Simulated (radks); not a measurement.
Results of a calculation; reference values are marked as such.
Question: The beryllium ion Be+, 3 electrons, occupied as [He] 2s0.75 2p0.25 (fractional occupations, a model configuration). Code: a radial shooting solver on a logarithmic mesh with Libxc functionals. Model: scalar-relativistic Kohn-Sham, PBEsol, spin-polarised, spherical densities, point nucleus; open shells are filled with parallel spins first. Some entries of the table are withheld. Estimate them.

| orbital | occ. | eigenvalue (hartree) | <r^2> (bohr^2) | <r> (bohr) |
|---|---|---|---|---|
| 1s up | 1 | -4.30297 | 0.2418 | (1) |
| 1s down | 1 | -4.28672 | 0.2410 | (2) |
| 2s up | 0.75 | -0.52725 | 6.015 | 2.264 |
| 2p up | 0.25 | -0.38023 | 6.741 | 2.355 |

Answer: 
(1) 1s up <r> (bohr): 0.4211
(2) 1s down <r> (bohr): 0.4206
